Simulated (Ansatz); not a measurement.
Z-matrix (Å, degrees):
```
C
In 1 2.148
H 1 1.091 2 110.0
H 1 1.090 2 110.1 3 -120.2
H 1 1.091 2 110.3 3 119.3
N 2 2.014 1 116.3 3 117.7
Si 2 2.565 1 132.8 3 -65.4
H 6 1.007 2 122.4 1 -171.5
H 6 1.007 2 124.5 1 -9.0
Te 7 2.511 2 109.8 1 -168.1
H 7 1.491 2 112.1 1 77.3
H 7 1.491 2 114.0 1 -43.6
H 10 1.658 7 92.3 2 37.2
```

The species carries charge 0 and has multiplicity 1. In, Te: def2 effective core potential.

(1) List the PBE0/def2-TZVPP orbital energies in eV (Ansatz). (Estimate.)

## Answers

(1) The calculation gave: Occupied: -1802.92, -390.41, -277.95, -171.68, -145.22, -127.93, -120.65, -120.56, -120.38, -99.91, -99.85, -99.85, -84.42, -84.15, -84.09, -43.87, -43.82, -43.65, -43.57, -43.55, -22.97, -21.17, -20.92, -20.88, -20.87, -20.54, -18.83, -17.74, -14.38, -12.89, -11.62, -11.22, -11.21, -10.20, -9.66, -8.61, -8.51, -7.27, -6.90, -6.26. Lowest empty: -1.29, -0.93, -0.39, 0.21, 0.81, 1.04, 1.28, 1.42.
